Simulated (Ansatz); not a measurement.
`N[SiH]([SiH3])Cl` + HCl → `N[SiH](Cl)Cl` + SiH₄ at 700 K and 1 bar (cleavage of the Si–Si bond).

Isolated molecules relaxed with PBE0-D4/def2-TZVP in Ansatz; ΔE leaves out vibrations. CCSD(T)/CBS is the MP2 limit (def2-TZVPP, def2-QZVPP) plus CCSD(T) − MP2 in def2-TZVPP, frozen cores. This one scheme is used for every species. One conformer a species, not always the lowest.

| species | CCSD(T)/CBS energy (Eh) | H − E (kJ/mol) | S (J/(mol·K)) |
| --- | --- | --- | --- |
| `N[SiH]([SiH3])Cl` | -1096.32520 | 243.5 | 478.7 |
| HCl | -460.38127 | 38.4 | 211.8 |
| `N[SiH](Cl)Cl` | -1265.28357 | 162.7 | 419.5 |
| SiH₄ | -291.46306 | 115.5 | 252.9 |

H − E and S are ideal-gas, rigid-rotor, harmonic terms from PBE0-D4/def2-TZVP, for one conformer and one mirror image of each species. 1 Eh = 2625.50 kJ/mol, R = 8.31446 J/(mol·K).

Q: By hand: ΔE, ΔH, ΔS and ΔG.

A: ΔE = (-1265.28357) + (-291.46306) − (-1096.32520) − (-460.38127) = -0.04016 Eh = -105.4 kJ/mol. Δ(H − E) = 162.7 + 115.5 − 243.5 − 38.4 = -3.7, so ΔH = -109.1 kJ/mol. ΔS = 419.5 + 252.9 − 478.7 − 211.8 = -18.1 J/(mol·K). ΔG = -109.1 − 700 × (-18.1)/1000 = -96.4 kJ/mol.

Q: By hand: the equilibrium constant, and the temperature at which ΔG would vanish if ΔH and ΔS stayed fixed.

A: log₁₀ K = −ΔG/(RT ln 10) = 7.2. ΔG = 0 at ΔH/ΔS = 6028 K, far beyond where these terms or the molecules hold.

ΔH outweighs TΔS. A doubt of 5 kJ/mol in ΔE shifts log₁₀ K by 0.4 here. Other conformers and mirror images would add mixing entropy, several J/(mol·K) or more a flexible species. These are equilibria of isolated gas molecules and say nothing of rates. Largest T1 diagnostic: 0.011 (customary marks: 0.02 for closed shells, 0.045 for open ones).
